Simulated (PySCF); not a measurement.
## Telling isomers of C6H6N4 apart by NMR

Fast rotation and ring inversion assumed for equivalent nuclei, non-relativistic Hamiltonian, isolated molecule, one conformer. Structure optimised with GFN2-xTB; NMR shieldings at PBE0/pcSseg-1/GIAO; PySCF 2.14.

Referencing at the same level of theory: ¹H (31.72 ppm), ¹³C (186.93 ppm) vs TMS. Where no couplings were computed, multiplicities follow the n + 1 count of equivalent neighbours, and m marks all less simple cases (inequivalent or close neighbours, rings, F or P nearby). Shifts are as computed. Against solution values, carbons near 30 ppm lie about +3 ppm off and those near 130 ppm about +5 ppm. Of 1211 compounds with measured shifts, 218 miss one by over three times the rms of a fit or turn the order of signals round; such compounds aren't used in these exercises.

(1) Tabulate the signals of `N#Cc1cnn(C2CC2)n1`, `Cc1nnnc(C#N)c1C`, `C=Cc1nn(C)nc1C#N`, `Cc1nnc(C)c(C#N)n1` and their relative energies.

(2) What is the quickest way to tell C=Cc1nn(C)nc1C#N from Cc1nnc(C)c(C#N)n1?

(3) What is the quickest way to tell N#Cc1cnn(C2CC2)n1 from Cc1nnnc(C#N)c1C?

(4) What is the quickest way to tell Cc1nnnc(C#N)c1C from C=Cc1nn(C)nc1C#N?

Answers

(1) 
```tsv
SMILES	carbon types	δC	δH	E rel. (kcal/mol)
N#Cc1cnn(C2CC2)n1	2×C 2×CH 2×CH2	145.3, 126.3, 117.3, 36.7, 12.6	7.89 (s, 1H), 4.16 (m, 1H), 1.53 (m, 2H), 1.15 (m, 2H)	12.9
Cc1nnnc(C#N)c1C	4×C 2×CH3	162.6, 141.5, 139.3, 120.3, 23.0, 16.8	2.89 (s, 3H), 2.57 (s, 3H)	18.4
C=Cc1nn(C)nc1C#N	3×C 1×CH 1×CH2 1×CH3	158.6, 130.3, 128.6, 125.4, 117.0, 42.2	7.12 (m, 1H), 6.92 (m, 1H), 5.98 (m, 1H), 4.30 (s, 3H)	5.2
Cc1nnc(C)c(C#N)n1	4×C 2×CH3	171.1, 164.4, 138.5, 120.3, 26.4, 22.7	3.20 (s, 3H), 3.12 (s, 3H)	0.0
```

Energies are electronic energies at PBE0/pcSseg-1 on these geometries, without zero-point or thermal terms, each for the one conformer computed, which needn't be the lowest.

(2) Both give the same number of carbon signals, but DEPT or the intensities differ. The first has an alkene CH at 130.3 ppm, the second a methyl carbon on an aromatic ring (CH3) at 22.7 ppm. Their most deshielded carbons lie at 158.6 and 171.1 ppm. In the proton spectra the most deshielded non-exchanging signals are 7.12 (m, 1H) and 3.20 (s, 3H).

(3) Count the carbon signals: 5 against 6. The first has an aromatic CH next to a ring nitrogen at 145.3 ppm, the second a methyl carbon on an aromatic ring (CH3) at 23.0 ppm. Their most deshielded carbons lie at 145.3 and 162.6 ppm. In the proton spectra the most deshielded non-exchanging signals are 7.89 (s, 1H) and 2.89 (s, 3H).

(4) Both give the same number of carbon signals, but DEPT or the intensities differ. The first has a methyl carbon on an aromatic ring (CH3) at 16.8 ppm, the second an alkene CH at 130.3 ppm. Their most deshielded carbons lie at 162.6 and 158.6 ppm. In the proton spectra the most deshielded non-exchanging signals are 2.89 (s, 3H) and 7.12 (m, 1H).
